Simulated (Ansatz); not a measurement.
A structure relaxed at r2SCAN-D4/def2-SVP in Ansatz, charge 1, doublet:

Cartesian coordinates in Å:
```
Ta 0.304 0.806 0.800
Ta -1.097 -0.192 -1.393
O 2.124 0.596 0.257
O -1.533 0.988 -0.059
O -1.461 -1.691 -0.676
O 1.664 -0.506 1.071
```

(1) Give its formula.

(2) Summarise the bond lengths by kind (pairs closer than 1.2 times the sum of covalent radii, bridged metal pairs left out).

## Answers

(1) the cluster Ta₂O₄⁺.

(2) 5 × O–Ta 1.70 to 2.04 Å; 1 × O–O 1.45 Å.

In the def2 sets Ta takes a core potential; there is no spin–orbit coupling. The structure holds 1 bond(s) between oxygen atoms. Another isomer (doublet) lies 5.37 eV lower at PBE0-D4/def2-TZVP; other spin states weren't run for this one.
